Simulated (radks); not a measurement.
Values are calculated unless marked as measured or tabulated.
Removal energies from the praseodymium ion Pr12+, [Kr] 4d10 5s1, by Delta-SCF beside the eigenvalue of the level emptied. Level of theory: non-relativistic Kohn-Sham, PBE, spin-polarised, spherical densities, point nucleus (a radial shooting solver on a logarithmic mesh with Libxc functionals). Open shells are filled with parallel spins first.

| removed from | final configuration | Delta-SCF (eV) | -eigenvalue (eV) |
|---|---|---|---|
| 5s | [Kr] 4d10 | 210.74 | 202.56 |
| 4d | [Kr] 4d9 5s1 | 331.70 | 316.68 |
| 4p | [Ar] 3d10 4s2 4p5 4d10 5s1 | 428.85 | 413.27 |
| 4s | [Ar] 3d10 4s1 4p6 4d10 5s1 | 483.73 | 467.89 |
